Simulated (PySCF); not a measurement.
PBE on K⁻ (potassium, charge -1), [Ar] 4s2, closed-shell 1S. All numbers are calculated (PySCF 2.14, scalar relativity by spin-free X2C-1e, in aug-cc-pVTZ-X2C (7s6p4d2f, 59 functions)).

```
cycle= 1 E= -602.036102231192  delta_E= -0.002  |g|= 0.00988  |ddm|= 1.48
cycle= 2 E= -602.036308869767  delta_E= -0.000207  |g|= 0.00937  |ddm|= 0.788
cycle= 3 E= -602.036778620229  delta_E= -0.00047  |g|= 0.000339  |ddm|= 0.414
cycle= 4 E= -602.036779760488  delta_E= -1.14e-06  |g|= 8.51e-05  |ddm|= 0.0485
cycle= 5 E= -602.036779810337  delta_E= -4.98e-08  |g|= 1.1e-05  |ddm|= 0.00583
cycle= 6 E= -602.036779811376  delta_E= -1.04e-09  |g|= 7.68e-08  |ddm|= 0.000394
cycle= 7 E= -602.036779811376  delta_E= 2.27e-13  |g|= 2.96e-09  |ddm|= 1.52e-05
converged SCF energy = -602.036779811376  <S^2> = 3.5527137e-15  2S+1 = 1
```

Highest occupied orbital energy: 0.737 eV; ⟨L²⟩ = 0.00; populations by l: s 8.00, p 12.00, d 0.00, f 0.00.

(1) Can this result be used?

Results:

(1) With care. The calculation finished and met its thresholds. At PBE the highest occupied level has a positive energy, so only the finite basis holds that electron; in a semilocal or global hybrid functional this comes from self-interaction and does not mean that the real anion is unbound.
